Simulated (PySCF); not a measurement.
# Working with the constants of GaAs

PBE0 constants of GaAs, ³Σ⁻ (triplet), unpaired electrons π ↑↑ (PySCF, scalar-relativistic core potentials, basis sets Ga cc-pVTZ-PP with ECP10, As cc-pVTZ-PP with ECP10; masses 68.9256 and 74.9216 u):

```
ωe            : 212.8 cm⁻¹
ωexe          : 0.549 cm⁻¹
Be            : 0.071504 cm⁻¹
αe            : 0.000284 cm⁻¹
De to Ga + As : 1.96 eV
```

**Question.** What force constant and bond length do these constants imply?

**Answer.** Reduced mass μred = 35.899 u; k = 5.8918×10⁻⁷·μred·ωe² (u, cm⁻¹, mdyn/Å) = 0.958 mdyn/Å; Re = √(16.8576/(μred·Be)) (u, cm⁻¹, Å) = 2.563 Å.

**Question.** Estimate the centrifugal constant D from the Kratzer relation and find the Dunham coefficient a1.

**Answer.** D = 4Be³/ωe² = 3.23e-08 cm⁻¹; a1 = −1 − αeωe/(6Be²) = -2.97.

Spin–orbit coupling is left out. The state is the lowest determinant that a PBE0 search found; another state may lie lower at other levels.
